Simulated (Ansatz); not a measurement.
`C=NC(F)N[SiH3]` from Hartree–Fock to CCSD(T)

Cartesian coordinates in Å:
```
C 1.504 1.199 -1.829
N 1.485 0.537 -0.758
C 0.300 0.524 0.037
F -0.750 1.258 -0.561
N -0.099 -0.796 0.293
Si -1.294 -1.232 1.464
H 2.419 1.193 -2.420
H 0.656 1.780 -2.197
H 0.500 1.059 0.971
H 0.134 -1.433 -0.454
H -1.100 -2.670 1.776
H -1.055 -0.383 2.658
H -2.701 -1.036 1.021
```

Charge 0, multiplicity 1. The structure was optimised at the PBE0-D4/def2-TZVP level. It is one conformer, not always the lowest. Frozen core, restricted reference, the Gaussian-basis code of Ansatz. CBS rows extrapolate triple and quadruple zeta; past MP2 they add the triple-zeta difference.

```
     basis     HF (Eh)  MP2 corr.
def2-TZVPP  -577.20800   -1.10830
def2-QZVPP  -577.23020   -1.19186
```

Task: Estimate the CCSD correlation energy and the (T) correction in each basis where they were run (hartree).

Result: 
```json
{"basis": "def2-TZVPP", "CCSD corr.": "-1.15142", "(T)": "-0.04569"}
{"basis": "CBS(def2)", "CCSD corr.": "-1.29688", "(T)": "as TZ"}
```
